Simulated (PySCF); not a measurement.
In(H)3(OH2), H₅InO, singlet, CAM-B3LYP/def2-SVP optimised geometry.

```
7

In    -0.46    -0.03     0.00
H     -1.29    -1.49     0.43
H      1.29    -0.03     0.00
H     -1.28     1.49     0.00
O     -0.66    -0.36    -2.37
H     -0.24    -1.16    -2.70
H     -0.31     0.37    -2.90
```

Density from CAM-B3LYP/def2-TZVP, def2 effective core potentials past Kr in PySCF 2.14.0 at that geometry. The core electrons that the potentials of In replace are not part of the density.

Minimum of the electron density along straight lines between bonded atoms, close to the bond critical point (lines longer than 1.1 times the sum of covalent radii, or with two minima, are not listed):

| bond | length / Å | ρ at the minimum / e bohr⁻³ | ∇²ρ there / e bohr⁻⁵ | position (fraction from the first atom) |
|---|---|---|---|---|
| In1–H2 | 1.732 | 0.103 | 0.12 | 0.63 |
| In1–H3 | 1.741 | 0.101 | 0.12 | 0.63 |
| In1–H4 | 1.733 | 0.103 | 0.12 | 0.63 |
| O5–H6 | 0.967 | 0.352 | -2.42 | 0.81 |
| O5–H7 | 0.967 | 0.352 | -2.42 | 0.81 |
